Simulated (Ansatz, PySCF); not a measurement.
System: sum formula SnOF2, charge -1, multiplicity 2. 
Structure (B3LYP-D3(BJ)/def2-TZVP (Ansatz, a quantum-chemistry and plane-wave program) minimum search):
```xyz
4

Sn     0.1707     0.2154     0.0925
O      1.5069    -1.0088    -0.6055
F     -1.0449    -0.7964     1.3353
F     -1.2428     0.4963    -1.3108
```
Charge -1, spin multiplicity 2.

Total electronic energies in hartree. Cores are frozen in the correlated levels unless marked. Open shells are spin-unrestricted. Spin-orbit coupling is left out. Frozen are the shells of the preceding noble gas and the d and f shells that filled before the atom's block. In def2 rows, elements after Kr have scalar-relativistic effective core potentials. CBS(X,Y): correlation extrapolated as X^-3; Hartree-Fock from the larger set. The bracket is a focal-point correction in the basis named.

The T1 diagnostic of CCSD in the largest basis is 0.067, which is high, so the coupled-cluster rows are less sure than usual.

| level | program | energy (Eh) |
|---|---|---|
| HF/def2-SVPD | Ansatz | -486.97605 |
| HF/def2-TZVPD | PySCF | -487.31722 |
| RI-HF/def2-TZVPP | Ansatz | -487.31179 |
| PBE/def2-TZVPD | Ansatz | -489.20295 |
| PBE-D4/def2-TZVPD | Ansatz + dftd4 | -489.20608 |
| revPBE-D4/def2-TZVPD | Ansatz + dftd4 | -489.42791 |
| PBE0/def2-SVP | Ansatz | -488.79850 |
| PBE0-D3(BJ)/def2-TZVPD | Ansatz + dftd3 | -489.18943 |
| TPSSh/def2-TZVPD | PySCF | -489.37088 |
| r2SCANh-D4/def2-TZVPD | Ansatz + dftd4 | -489.39275 |
| HSE06-D3(BJ)/def2-TZVPD | Ansatz + dftd3 | -489.17641 |
| LC-wPBE-D4/def2-TZVPD | Ansatz + dftd4 | -489.33225 |
| wB97M-V/def2-TZVPD | Ansatz | -489.34232 |
| wB97X-V/def2-TZVPD | Ansatz | -489.33644 |
| B2GP-PLYP-D3(BJ)/def2-TZVPD | Ansatz + dftd3 | -488.91138 |
| B2PLYP-D3(BJ)/def2-TZVPD | Ansatz + dftd3 | -489.03467 |
| RPA@PBE/def2-QZVPP | Ansatz | -488.65458 |
| RI-MP2/def2-TZVPPD | Ansatz | -488.13266 |
| CCSD/def2-SVP | Ansatz | -487.55637 |
| CCSD/def2-SVPD | Ansatz | -487.64983 |
| CCSD/def2-TZVPP | Ansatz | -488.13619 |
| CCSD(T)/def2-SVPD | Ansatz | -487.66983 |
| RI-MP2/CBS(def2-TZVPPD,def2-QZVPPD)+[CCSD(T)-MP2]/def2-SVPD | Ansatz | -488.3156 |

Totals of different functionals don't rank their quality; only differences between species are comparable.
